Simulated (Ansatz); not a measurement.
`[NH2][Cd][OH]` + HCl → `[OH][Cd][Cl]` + NH₃ at 600 K and 1 bar (ligand exchange at a Cd–N bond).

Isolated molecules relaxed with PBE0-D4/def2-TZVP in Ansatz; ΔE leaves out vibrations. CBS: MP2 limit from def2 TZ/QZ plus the TZ coupled-cluster correction, frozen cores. This one scheme is used for every species. Elements past krypton have def2 core potentials. For Cd outer-core shells are correlated without core-valence functions, which leaves a few kJ/mol of doubt a bond. One conformer a species, not always the lowest.

```csv
species,CCSD(T)/CBS energy (Eh),H − E (kJ/mol),S (J/(mol·K))
`[NH2][Cd][OH]`,-299.39515,141.2,365.5
HCl,-460.38127,35.4,207.2
`[OH][Cd][Cl]`,-703.31715,70.9,345.8
NH₃,-56.50880,112.4,219.5
```

H − E and S are ideal-gas, rigid-rotor, harmonic terms from PBE0-D4/def2-TZVP, for one conformer and one mirror image of each species. 1 Eh = 2625.50 kJ/mol, R = 8.31446 J/(mol·K).

Task: By hand: ΔE, ΔH, ΔS and ΔG.

Result: ΔE = (-703.31715) + (-56.50880) − (-299.39515) − (-460.38127) = -0.04953 Eh = -130.0 kJ/mol. Δ(H − E) = 70.9 + 112.4 − 141.2 − 35.4 = 6.7, so ΔH = -123.3 kJ/mol. ΔS = 345.8 + 219.5 − 365.5 − 207.2 = -7.4 J/(mol·K). ΔG = -123.3 − 600 × (-7.4)/1000 = -118.9 kJ/mol.

Task: By hand: the equilibrium constant, and the temperature at which ΔG would vanish if ΔH and ΔS stayed fixed.

Result: log₁₀ K = −ΔG/(RT ln 10) = 10.4. ΔG = 0 at ΔH/ΔS = 16662 K, far beyond where these terms or the molecules hold.

The number of gas molecules stays the same, so ΔS is small and ΔH decides. A doubt of 5 kJ/mol in ΔE shifts log₁₀ K by 0.4 here. Other conformers and mirror images would add mixing entropy, several J/(mol·K) or more a flexible species. These are equilibria of isolated gas molecules and say nothing of rates. Largest T1 diagnostic: 0.016 (customary marks: 0.02 for closed shells, 0.045 for open ones).
